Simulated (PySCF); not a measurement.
Vertical excitations of a molecule C3H6OSi from TDA-PBE/def2-SVPD run with PySCF 2.14.0, as energy in eV (oscillator strength): 5.66 (0.001), 6.01 (0.007), 6.17 (0.009), 6.26 (0.001), 6.54 (0.036), 6.88 (0.023), 6.98 (0.024), 6.98 (0.055), 7.33 (0.084), 7.46 (0.016). Lowest triplet (TDA): 4.84 eV. The structure is a stationary point at r2SCAN-D4/def2-SVP. The values are those of a single conformer.

Task: Identify the compound among the candidates.
A) C1=C[SiH2]OC1
B) C#C[Si@@H](C)O
C) C1=CO[SiH2]C1
D) [SiH3][C@@H]1C=CO1

Result: B, C#C[Si@@H](C)O
